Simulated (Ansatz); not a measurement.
BH7O3Si2, SMILES `OB(O[SiH3])O[SiH3]`, relaxed with RKS PBE0-D4/def2-TZVP in Ansatz 0.2.0 from a GFN2-xTB geometry. The force threshold is 0.005 eV/Å; the program also tests the step.

Total charge 0; spin multiplicity 1.

Start:

```xyz
13

O     1.998   -1.727    0.041
B     0.968   -0.848    0.009
O    -0.268   -1.337   -0.112
Si   -1.861   -1.107   -0.170
O     1.226    0.477    0.098
Si    0.589    1.961    0.134
H     2.863   -1.325    0.123
H    -2.353   -1.241    1.202
H    -2.196    0.218   -0.705
H    -2.317   -2.173   -1.058
H     0.103    2.304   -1.204
H     1.746    2.762    0.530
H    -0.498    2.036    1.113
```

Question: How much energy does the relaxation release, and in how many steps? (Best estimate.)

Answer: Ansatz gave: 3.57 kcal/mol, in 26 steps, 3 of them rejected.

Question: Which bonds change most? (An estimate is asked.)

Answer: The calculation gave: O5–Si6 from 1.615 to 1.643 Å; O3–Si4 from 1.611 to 1.636 Å; B2–O3 from 1.334 to 1.359 Å; Si6–H13 from 1.464 to 1.487 Å.

Question: Give the relaxed structure. (An estimate is asked.)

Answer: Computed: 
```xyz
13

O     2.075   -1.782   -0.020
B     1.044   -0.895    0.004
O    -0.213   -1.405    0.088
Si   -1.791   -1.037   -0.137
O     1.313    0.448   -0.053
Si    0.530    1.877    0.152
H     2.924   -1.338   -0.064
H    -2.437   -0.778    1.174
H    -1.925    0.168   -0.999
H    -2.444   -2.190   -0.800
H     0.105    2.414   -1.164
H     1.478    2.819    0.794
H    -0.660    1.698    1.025
```
